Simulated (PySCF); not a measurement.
**How methods differ on the fine-structure interval of Nd⁵¹⁺**

Nd⁵¹⁺ [He] 2s2 2p5 [2p1/2^2 2p3/2^3, M_J = 3/2] → Nd⁵¹⁺ [He] 2s2 2p5 [2p1/2^1 2p3/2^4, M_J = 1/2], as a difference of total energies. All numbers are calculated (PySCF 2.14, the two-component X2C-1e Hamiltonian, in an even-tempered Gaussian basis (17 s from 31 bohr⁻², ratio 2.4; 13 p from 40 bohr⁻², ratio 2.4; 5 d from 140 bohr⁻², ratio 2.6; 4 f from 210 bohr⁻², ratio 2.6)). Correlated levels: nothing frozen; the 32 highest virtual spinors dropped. "Screened" scales the spin-orbit matrix elements by Boettger's factors to mimic the two-electron term; Breit and QED terms are absent.

```tsv
method	fine-structure interval (cm⁻¹)
GHF (screened spin-orbit)	4383800
GMP2 (screened spin-orbit)	4384900
GHF (bare spin-orbit)	4545600
```
